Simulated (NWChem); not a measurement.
## Atomisation of H₆FNSi₂

```xyz
10

N      1.5925     0.7980     0.6838
Si     0.5589    -0.3801    -0.0197
F      0.6604    -0.4523    -1.6582
Si    -1.6726     0.1593     0.4819
H      2.5875     0.6273     0.7990
H      1.3972     1.7914     0.6066
H      1.0066    -1.7106     0.4724
H     -2.6229    -0.7014    -0.2815
H     -1.9357     1.5876     0.1275
H     -1.9321    -0.0177     1.9420
```
Charge 0, spin multiplicity 1.

Program: NWChem. The geometry was optimised at B3LYP/def2-SVP, a minimum by its harmonic frequencies. It is one conformer; others weren't searched.

Basis set: def2-TZVP. The atomisation energy is electronic alone: no zero-point, thermal, spin-orbit or counterpoise terms. No value is extrapolated to the basis-set limit. Free atoms are single determinants with multiplicities N 4, Si 3, F 2, H 2.

B3LYP has NWChem's definition, with VWN1-RPA local correlation. The structure started from a generated list of species. The stability of the SCF solutions was not checked.

### Question
Order these methods by the atomisation energy they give, lowest first: PBE0, BP86, PBE, B3LYP, TPSS.

### Answer
PBE0 (774.3 kcal/mol), B3LYP (781.3 kcal/mol), PBE (784.4 kcal/mol), TPSS (795.6 kcal/mol), BP86 (799.9 kcal/mol)
